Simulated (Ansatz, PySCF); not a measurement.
ClH6N3Sn, SMILES [NH2][Sn]([NH2])([NH2])[Cl]. Atoms are numbered in the order given.

```xyz
11

N     -1.3679    -1.5696    -0.5345
Sn    -0.0254    -0.0580    -0.2796
N      1.7706    -0.6259    -1.0568
N     -0.6873     1.5927    -1.2741
Cl     0.2143     0.4352     2.0534
H     -1.9507    -1.7143     0.2909
H     -0.8895    -2.4495    -0.7344
H      2.1885     0.1335    -1.5969
H      2.4385    -0.8962    -0.3338
H     -1.6825     1.5118    -1.4890
H     -0.5552     2.4496    -0.7355
```

Geometry optimised at B3LYP-D3(BJ)/def2-SVP. The def2 effective core potentials stand for the cores of Sn; spin–orbit coupling is left out. The values are those of a single conformer.

Two levels are set side by side: PBE-D3(BJ)/def2-SVP (Ansatz, an electronic-structure program) and B3LYP-D3(BJ)/def2-SVP (Ansatz). Each level has its own optimised geometry; the coordinates shown are those of the second. Frequencies come from the Hessian of PySCF at each geometry. Differences are taken from unrounded values.

```json
[
 {"quantity": "mean bond length (Å)", "B3LYP-D3(BJ)": "1.464", "PBE-D3(BJ)": "1.475", "PBE-D3(BJ) minus B3LYP-D3(BJ)": "0.012"},
 {"quantity": "bond N1–Sn2 (Å)", "B3LYP-D3(BJ)": "2.038", "PBE-D3(BJ)": "2.055", "PBE-D3(BJ) minus B3LYP-D3(BJ)": "0.017"},
 {"quantity": "bond Sn2–N3 (Å)", "B3LYP-D3(BJ)": "2.038", "PBE-D3(BJ)": "2.055", "PBE-D3(BJ) minus B3LYP-D3(BJ)": "0.017"},
 {"quantity": "bond Sn2–N4 (Å)", "B3LYP-D3(BJ)": "2.038", "PBE-D3(BJ)": "2.055", "PBE-D3(BJ) minus B3LYP-D3(BJ)": "0.017"},
 {"quantity": "bond Sn2–Cl5 (Å)", "B3LYP-D3(BJ)": "2.397", "PBE-D3(BJ)": "2.408", "PBE-D3(BJ) minus B3LYP-D3(BJ)": "0.011"},
 {"quantity": "bond N1–H6 (Å)", "B3LYP-D3(BJ)": "1.021", "PBE-D3(BJ)": "1.030", "PBE-D3(BJ) minus B3LYP-D3(BJ)": "0.009"},
 {"quantity": "bond N1–H7 (Å)", "B3LYP-D3(BJ)": "1.021", "PBE-D3(BJ)": "1.031", "PBE-D3(BJ) minus B3LYP-D3(BJ)": "0.009"},
 {"quantity": "bond N3–H8 (Å)", "B3LYP-D3(BJ)": "1.021", "PBE-D3(BJ)": "1.031", "PBE-D3(BJ) minus B3LYP-D3(BJ)": "0.009"},
 {"quantity": "bond N3–H9 (Å)", "B3LYP-D3(BJ)": "1.021", "PBE-D3(BJ)": "1.030", "PBE-D3(BJ) minus B3LYP-D3(BJ)": "0.009"},
 {"quantity": "bond N4–H10 (Å)", "B3LYP-D3(BJ)": "1.021", "PBE-D3(BJ)": "1.031", "PBE-D3(BJ) minus B3LYP-D3(BJ)": "0.009"},
 {"quantity": "bond N4–H11 (Å)", "B3LYP-D3(BJ)": "1.021", "PBE-D3(BJ)": "1.030", "PBE-D3(BJ) minus B3LYP-D3(BJ)": "0.009"},
 {"quantity": "highest harmonic wavenumber (cm⁻¹)", "B3LYP-D3(BJ)": "3595", "PBE-D3(BJ)": "3504", "PBE-D3(BJ) minus B3LYP-D3(BJ)": "-91"},
 {"quantity": "mean harmonic wavenumber (cm⁻¹)", "B3LYP-D3(BJ)": "1246", "PBE-D3(BJ)": "1216", "PBE-D3(BJ) minus B3LYP-D3(BJ)": "-29"},
 {"quantity": "zero-point energy (kcal/mol)", "B3LYP-D3(BJ)": "48.09", "PBE-D3(BJ)": "46.95", "PBE-D3(BJ) minus B3LYP-D3(BJ)": "-1.14"}
]
```

GGA bonds tend to be longer and softer than those of functionals with exact exchange. Differences between two approximate levels are no errors against the true value.
